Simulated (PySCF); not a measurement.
Ligand exchange on a metal centre used in film growth or etching (Cd NH2-Br). All species are isolated molecules in the gas phase. One relaxed conformer stands for each flexible species; it need not be the lowest.

Calculation: TPSSh-D3(BJ)/def2-TZVP // PBE-D3(BJ)/def2-SVP run with PySCF. All candidates: neutral, multiplicity 1. 

```
Item             Result
-------------  --------
LUMO           -1.90 eV
HOMO–LUMO gap   4.80 eV
HOMO           -6.70 eV
```

**Question.** Name which member has these values.
A) [Cd(NH2)2]
B) [Cd(Br)2]
C) [Cd(NH2)(Br)]

**Answer.** C, [Cd(NH2)(Br)]. The others give [Cd(NH2)2]: -1.01 eV, 4.93 eV, -5.94 eV; [Cd(Br)2]: -2.77 eV, 4.95 eV, -7.72 eV
